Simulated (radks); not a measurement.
Species: Pm XXI. Configuration: [Kr] 4d5 (the NIST ground configuration). All-electron calculation, Dirac Kohn-Sham, exchange-only PBE, spin-unpolarised, spherical densities, finite nucleus; open shells fill j = l - 1/2 first; Fermi nuclear charge, rms radius 4.962 fm. Program: a radial shooting solver on a logarithmic mesh with Libxc functionals.

Unscreened Slater integrals over Kohn-Sham orbitals (eV). Large and small components are both included.

F0(4d5/2,4d5/2): 40.302
F2(4d5/2,4d5/2): 20.689
F4(4d5/2,4d5/2): 14.033
F0(4d5/2,4d3/2): 40.516
F2(4d5/2,4d3/2): 20.782
G2(4d5/2,4d3/2): 20.737
G4(4d5/2,4d3/2): 14.066
F0(4d5/2,4p3/2): 40.800
F2(4d5/2,4p3/2): 21.098
G1(4d5/2,4p3/2): 26.521
G3(4d5/2,4p3/2): 16.871
F0(4d5/2,4p1/2): 41.532
G3(4d5/2,4p1/2): 17.132
F0(4d3/2,4d3/2): 40.734
F2(4d3/2,4d3/2): 20.884
F0(4d3/2,4p3/2): 41.020
F2(4d3/2,4p3/2): 21.197
G1(4d3/2,4p3/2): 26.544
G3(4d3/2,4p3/2): 16.907
F0(4d3/2,4p1/2): 41.769
G1(4d3/2,4p1/2): 27.271
F0(4p3/2,4p3/2): 41.392
F2(4p3/2,4p3/2): 21.750
F0(4p3/2,4p1/2): 42.148
G2(4p3/2,4p1/2): 21.948
F0(4p1/2,4p1/2): 42.968
